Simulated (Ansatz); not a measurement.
The molecule BH-, multiplicity 4 (an upper state: multiplicity 2 came lower at CCSD(T)/def2-TZVPP on PBE0 minima).

Seven points along R, fitted to fifth degree in 1/R; most abundant isotopes. Runs in def2 and cc sets follow the lowest solution found near the PBE0 minimum.

Codes used: Ansatz (Gaussian orbitals). Values without a source in brackets are computed.

```tsv
level	r_e (Å)	ω_e (cm⁻¹)	ω_e x_e (cm⁻¹)	B_e (cm⁻¹)
PBE/def2-TZVPP	1.212	2479	53	12.4
PBE0/def2-TZVPP	1.206	2538	52	12.6
wB97X-V/def2-TZVPP	1.208	2523	52	12.5
CCSD/def2-TZVPP	1.204	2537	54	12.6
CCSD(T)/def2-TZVPP	1.206	2520	55	12.5
```

Frozen-core correlation.

Ansatz is a quantum-chemistry and plane-wave program.
